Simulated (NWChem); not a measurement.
# C2H6Si; SMILES C=C[SiH3]

Program: NWChem. Pople sets run with spherical d functions. Structure relaxed at the PBE0/def2-SVP level. Level B3LYP/6-31G*: energy and gradient on several grids; changes count from the extra-fine grid, which is no exact limit either.

Which is the coarsest grid (xfine; fine; coarse; xcoarse; medium) from which on the energy stays within 100 μHa and each gradient component within 200 μHa/bohr of xfine?

coarse.
```
grid     size of the energy change (μHa)  largest change of a gradient component (μHa/bohr)  time, medium = 1 (rough)
-------  -------------------------------  -------------------------------------------------  ------------------------
xcoarse                              800                                               2000                   about 1
coarse                                60                                                100                   about 1
medium                              < 10                                                 40                   about 1
fine                                < 10                                               < 30                   about 1
xfine                               < 10                                               < 30                         3
```
